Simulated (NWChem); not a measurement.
GeF cation, singlet

```xyz
2

F      0.0000     0.0000    -1.3338
Ge     0.0000     0.0000     0.3751
```
Atoms are numbered in this order, from 1.

All runs: NWChem. Low-valent species are run as closed-shell singlets; no triplet was tried in these runs. Structure relaxed at the PBE-D3(BJ)/def2-SVP level. Level B3LYP/def2-SVP: energy and gradient on several grids; changes count from the extra-fine grid, which is no exact limit either.

Problem. Which is the coarsest grid (medium; coarse; fine; xfine; xcoarse) from which on the energy stays within 50 μHa and each gradient component within 100 μHa/bohr of xfine?

Solution. medium.
```json
[
 {"grid": "xcoarse", "size of the energy change (μHa)": "500", "largest change of a gradient component (μHa/bohr)": "3000"},
 {"grid": "coarse", "size of the energy change (μHa)": "10", "largest change of a gradient component (μHa/bohr)": "600"},
 {"grid": "medium", "size of the energy change (μHa)": "< 10", "largest change of a gradient component (μHa/bohr)": "< 30"},
 {"grid": "fine", "size of the energy change (μHa)": "< 10", "largest change of a gradient component (μHa/bohr)": "< 30"},
 {"grid": "xfine", "size of the energy change (μHa)": "< 10", "largest change of a gradient component (μHa/bohr)": "< 30"}
]
```
